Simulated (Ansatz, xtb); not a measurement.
# Relative energy of two isomers of C4H10N2O

Structure I is `N[C@@H]1CC[C@H](N)O1`, a singlet and structure II is `NC1(N)CCCO1`, a singlet. Both are isolated molecules in the gas phase, relaxed with B3LYP-D3(BJ)/def2-SVP, each in the lowest conformer that the search found.

**Question.** Estimate which is lower in electronic energy at CCSD(T)/def2-SVP + ΔMP2/def2-TZVPP, and by roughly how much.

**Answer.** CCSD(T)/def2-SVP + ΔMP2/def2-TZVPP gives E(II) − E(I) = −0.60 kcal/mol, slightly favouring structure II, which is too small a margin to settle the true order.

How the difference moves with the method:

| level | geometry | E(II) − E(I) (kcal/mol) | departure from the last row (kcal/mol) | job, with rough time for the two |
| --- | --- | --- | --- | --- |
| B3LYP-D3(BJ)/def2-SVP | B3LYP-D3(BJ)/def2-SVP | −0.88 | −0.28 | optimisation, 2.2 min |
| HF/def2-SVP | B3LYP-D3(BJ)/def2-SVP | −1.88 | −1.28 | part of the CCSD(T) run |
| MP2/def2-SVP | B3LYP-D3(BJ)/def2-SVP | −1.86 | −1.25 | part of the CCSD(T) run |
| CCSD(T)/def2-SVP | B3LYP-D3(BJ)/def2-SVP | −1.65 | −1.05 | single point |
| CCSD(T)/def2-SVP + ΔMP2/def2-TZVPP | B3LYP-D3(BJ)/def2-SVP | −0.60 |  | single point, 3.3 min |

As drawn, both hold the same kinds of bond in the same numbers.

The largest departure from CCSD(T)/def2-SVP + ΔMP2/def2-TZVPP is that of HF/def2-SVP, 1.28 kcal/mol. Levels run at GFN2-xTB geometries aren't shown. The last row adds to CCSD(T) the change of the MP2 difference between the two basis sets, here +1.05 kcal/mol.

With thermal terms from frequencies at re-optimised GFN2-xTB minima (ideal gas, soft modes damped towards free rotors, one conformer each, 298.15 K, 1 atm): the zero-point term adds −0.61 kcal/mol; ΔH is −1.03 and ΔG −1.31 kcal/mol.

The correlated steps freeze 7 core orbitals. Mirror images aren't counted in ΔG. Codes used: Ansatz 0.2.0, xtb 6.7.1; the last row on 2 threads of Arm Neoverse V2 on a shared host.
